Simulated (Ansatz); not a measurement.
Z-matrix (Å, degrees):
```
N
C 1 1.481
H 1 1.017 2 112.1
H 1 1.061 2 103.9 3 -118.8
H 1 1.017 2 112.1 3 122.4
C 2 1.406 1 110.0 3 118.7
B 2 1.476 1 120.2 3 -61.3
O 6 1.331 2 115.8 1 -180.0
S 6 1.687 2 124.1 1 0.0
H 7 1.205 2 119.0 1 -0.0
H 7 1.192 2 121.1 1 -180.0
H 8 0.966 6 106.9 2 -180.0
```

Charge 0, multiplicity 1. The bonds changed during the relaxation, so this is another structure than the one it started from.

List the ωB97M-V/def2-TZVPP orbital energies in eV (the Gaussian-basis code of Ansatz). (An estimate is asked.)

The calculation gave: Occupied: -2425.60, -527.28, -397.86, -284.54, -281.68, -219.60, -186.78, -162.72, -162.59, -162.55, -33.13, -30.72, -24.57, -22.15, -19.66, -18.96, -18.94, -16.53, -15.86, -15.35, -14.56, -13.11, -11.59, -11.40, -10.17, -8.91, -8.30. Lowest empty: 0.57, 1.26, 2.70, 2.73, 3.48, 3.69, 4.02, 4.06.
